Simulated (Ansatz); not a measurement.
C3H8BCl2N, SMILES `CC(C)NB(Cl)Cl`. Total charge 0; spin multiplicity 1. Geometry: relaxed with PBE0-D4/def2-TZVP. It is one conformer, not always the lowest.

```xyz
15

C    -0.367   -1.548    0.107
C     0.006   -0.273   -0.635
C    -1.190    0.643   -0.843
N     1.126    0.425    0.004
B     1.246    1.011    1.252
Cl   -0.051    1.042    2.447
Cl    2.782    1.777    1.685
H    -0.762   -1.323    1.099
H     0.502   -2.197    0.223
H    -1.133   -2.094   -0.448
H     0.376   -0.563   -1.623
H    -1.617    0.954    0.111
H    -1.966    0.123   -1.409
H    -0.901    1.538   -1.398
H     1.950    0.484   -0.573
```

Question: What is the dipole moment at B3LYP/def2-TZVPP? (An estimate is asked.)

Answer: The calculation gave: 3.10 D, with components (-0.64, -1.40, -2.69) D in this frame, pointing from negative to positive charge.

Question: And with PBE, r2SCAN, ωB97M-V? (Best estimate.)

Answer: The calculation gave: PBE 3.08 D, r2SCAN 3.14 D, ωB97M-V 3.07 D.

Question: Give the Mulliken charges with B3LYP, PBE, r2SCAN in def2-TZVPP. (An estimate is asked.)

Answer: The calculation gave: 
```json
{"atom": "C1", "B3LYP": "-0.24", "PBE": "-0.23", "r2SCAN": "-0.15"}
{"atom": "C2", "B3LYP": "0.11", "PBE": "0.07", "r2SCAN": "0.17"}
{"atom": "C3", "B3LYP": "-0.24", "PBE": "-0.23", "r2SCAN": "-0.15"}
{"atom": "N4", "B3LYP": "-0.13", "PBE": "-0.08", "r2SCAN": "-0.18"}
{"atom": "B5", "B3LYP": "0.19", "PBE": "0.13", "r2SCAN": "0.22"}
{"atom": "Cl6", "B3LYP": "-0.18", "PBE": "-0.16", "r2SCAN": "-0.18"}
{"atom": "Cl7", "B3LYP": "-0.18", "PBE": "-0.17", "r2SCAN": "-0.18"}
{"atom": "H8", "B3LYP": "0.08", "PBE": "0.08", "r2SCAN": "0.06"}
{"atom": "H9", "B3LYP": "0.08", "PBE": "0.08", "r2SCAN": "0.05"}
{"atom": "H10", "B3LYP": "0.08", "PBE": "0.08", "r2SCAN": "0.04"}
{"atom": "H11", "B3LYP": "0.05", "PBE": "0.05", "r2SCAN": "0.00"}
{"atom": "H12", "B3LYP": "0.08", "PBE": "0.08", "r2SCAN": "0.06"}
{"atom": "H13", "B3LYP": "0.08", "PBE": "0.08", "r2SCAN": "0.04"}
{"atom": "H14", "B3LYP": "0.08", "PBE": "0.08", "r2SCAN": "0.05"}
{"atom": "H15", "B3LYP": "0.14", "PBE": "0.15", "r2SCAN": "0.16"}
```

B3LYP here is the variant with VWN-RPA as its local correlation; programs differ in this.

All numbers were calculated with Ansatz.
